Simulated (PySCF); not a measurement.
**Relaxation of triplet CoH3**

Level of theory: UBP86/[Co def2-TZVP, H def2-TZVP], no relativity, density fitting, PySCF. A (50,194) grid was used.

A start at or just off a symmetric point, pushed along the force that breaks its symmetry, of C2v symmetry, free to break it:

```xyz
4
charge 0 multiplicity 3, angstrom
Co   -0.0033    0.0000    0.0000
H     1.5303    0.0000    0.0000
H    -0.6701    1.3781    0.0000
H    -0.6700   -1.3781    0.0000
```

(1) What forces act on the atoms at the start (eV/Å)?

(2) What does it relax to?

(3) How much energy is released, and in how many steps?

## Answers

(1) 
```csv
atom,Fx,Fy,Fz
Co1,-0.40,0.00,0.00
H2,-0.77,0.00,0.00
H3,0.59,0.63,0.00
H4,0.59,-0.63,0.00
```

(2) It ends at C2v with Co–H 1.471 Å, Co–H 1.551 Å (×2); H–Co–H 104.1° (×2), H–Co–H 151.8°. A frequency run shows 2 imaginary modes, down to 819i cm⁻¹, so it is a higher-order saddle point. Other isomers or separated fragments may lie lower.

(3) 27.1 kJ/mol in 6 steps.

With open d or f shells other occupations or spin states may lie lower.

The relaxation took roughly 16 core-seconds on a shared host.
